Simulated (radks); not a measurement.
Values are calculated unless marked as measured or tabulated.
Initial-state core-level shifts of neutral thallium when its valence configuration changes from [Hg] 6p1. Level of theory: Dirac Kohn-Sham, BLYP, spin-unpolarised, spherical densities, finite nucleus; open shells fill j = l - 1/2 first; Fermi nuclear charge, rms radius 5.4759 fm (a radial shooting solver on a logarithmic mesh with Libxc functionals). Shifts are changes of the shell-averaged eigenvalues in eV (positive: less bound); the change of the density at the nucleus, which sets a Mossbauer isomer shift, is in e/bohr^3, on a base of 2.524e+06.

valence,2s,3d,4d,5s,density at nucleus
[Xe] 4f13 5d10 6s2 6p2,-19.961,-21.947,-18.169,-9.335,+286.0
[Xe] 4f14 5d9 6s2 6p2,-5.181,-5.157,-5.087,-4.835,+81.4
[Xe] 4f14 5d10 6s1 6p2,-1.455,-1.463,-1.470,-1.470,-181.3
[Xe] 4f14 5d10 6p3,-3.436,-3.452,-3.466,-3.468,-387.7
[Xe] 4f13.5 5d10 6s2 6p1.5,-9.867,-10.849,-9.013,-4.648,+140.7
[Xe] 4f14 5d10 6s1.5 6p1.5,-0.748,-0.752,-0.755,-0.756,-88.4
[Xe] 4f14 5d8 6s2 6p3,-11.160,-11.093,-10.926,-10.342,+165.1
[Xe] 4f12 5d9 6s2 6p4,-47.963,-51.941,-43.798,-25.258,+677.1
[Xe] 4f11 5d9 6s2 6p5,-70.687,-76.769,-63.931,-35.647,+994.2
